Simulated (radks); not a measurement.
Question: The tellurium ion Te9+ is in [Kr] 4d(3/2: 4, 5/2: 3). Method: Dirac Kohn-Sham, PBE, spin-unpolarised, spherical densities, finite nucleus; Fermi nuclear charge, rms radius of each element as measured or else 0.836 A^(1/3) + 0.57 fm; computed with a radial shooting solver on a logarithmic mesh with Libxc functionals. Sub-shells are occupied by j as written (lower j first in brackets). One electron is removed from 4p1/2, 4d5/2, 4d3/2, 4p3/2 in turn, with full relaxation. Which removal costs least, and what does each cost?

Answer: 4d5/2 193.57 eV; 4d3/2 195.44 eV; 4p3/2 268.49 eV; 4p1/2 279.27 eV. The 4d5/2 electron leaves first.
